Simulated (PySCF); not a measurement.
## A thermochemical cycle for SiSn

PBE0 in PySCF with def2-SVPD on every atom (core potentials on Sn), for the lowest determinant that a PBE0 search found; no spin–orbit coupling. SiSn, a triplet (π ↑↑), has De = 2.77 eV to neutral atoms, and SiSn⁺, a quartet (σ ↑, π ↑↑), has De = 2.75 eV to Si + Sn⁺.

The adiabatic ionisation energy of SiSn, between the minima, is 7.33 eV.

Q: Which ionisation energy of the Sn atom does this level give?

A: IE(Sn) = IE(molecule) + De(ion) − De(neutral) = 7.33 + 2.75 − 2.77 = 7.31 eV; the measured value is 7.344 eV (NIST ASD).

These are scalar-relativistic numbers at best; spin–orbit coupling would shift them, the dissociation energy most. For an ion De counts to the pair picked by the measured ionisation energies or electron affinities, which need not be the lowest pair at this level. States were picked by a PBE0 search and need not be the measured ground states.
